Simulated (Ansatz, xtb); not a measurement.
**A geometry optimisation of GeHSiSn with r2SCAN-D4/def2-SVP**

The starting geometry of this gas-phase doublet has its atoms placed at random.

```tsv
atom	x (Å)	y (Å)	z (Å)
Ge	0.2245	-1.3391	-0.6347
Si	0.7579	1.0779	0.8953
Sn	-1.3338	0.8044	-0.7015
H	1.6060	0.1523	-0.7939
```

Question: Guess where an optimisation with r2SCAN-D4/def2-SVP ends from this start.

Answer: It ends as a structure with H4 bridging Ge1 and Si2, given below by its coordinates. Contacts that close: Ge1–Si2 (2.91 → 2.50 Å), Ge1–H4 (2.04 → 1.77 Å), Si2–H4 (2.10 → 1.63 Å).

The energy falls by 1.46 eV over 11 steps:

```tsv
step	E − E(last) (eV)
1	1.456
2	0.643
3	0.418
4	0.260
5	0.129
7	0.012
8	0.001
9	0.000
10	0.000
11	0.000
```

Final geometry (Å):

```tsv
atom	x (Å)	y (Å)	z (Å)
Ge	0.3386	-1.0099	-0.9201
Si	0.8161	1.1163	0.3061
Sn	-1.5998	0.7648	-0.4702
H	1.6996	-0.1757	-0.1508
```

From the same start GFN2-xTB ends elsewhere, differing in Ge1–Si2 (3.05 against 2.50 Å here), Si2–H4 (2.53 against 1.63 Å here).

From so rough a start the end depends on the optimiser's path, so another program may land elsewhere. The end wasn't checked by frequencies. Open shells are spin-unrestricted. Atoms past krypton carry core potentials, without spin–orbit terms. Run with Ansatz 0.2.0, 3.5 min on 1 thread of Arm Neoverse V2, on a shared host.
